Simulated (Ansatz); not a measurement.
Input for Ansatz (a quantum-chemistry and plane-wave program):
Ansatz 0.2 input:
```yaml
crystal:
  periodic: [false, false, false]
  atoms:
    - {symbol: Si, position_ang: [1.01104949, -0.27343022, 0.88647386]}
    - {symbol: H, position_ang: [1.94589771, -0.44022613, -0.29605972]}
    - {symbol: Cl, position_ang: [-0.94709357, 0.25107349, -0.71262201]}
basis:
  gaussian:
    orbitals: pcseg-1.json
hamiltonian:
  xc: lc_wpbe
total_charge: -1
magnetization: {spin_polarized: true, initial_magnetization: 1}
```
The basis file holds pcseg-1 in the JSON format of the Basis Set Exchange.

Task: What does this run give for the total energy, number of basis functions, <S^2>?

Result: 
The total energy is -750.064628 Ha. The number of basis functions is 41 and the <S^2> comes out as 0.757.

A gas-phase anion may not be bound at this level; its values then depend on the basis.
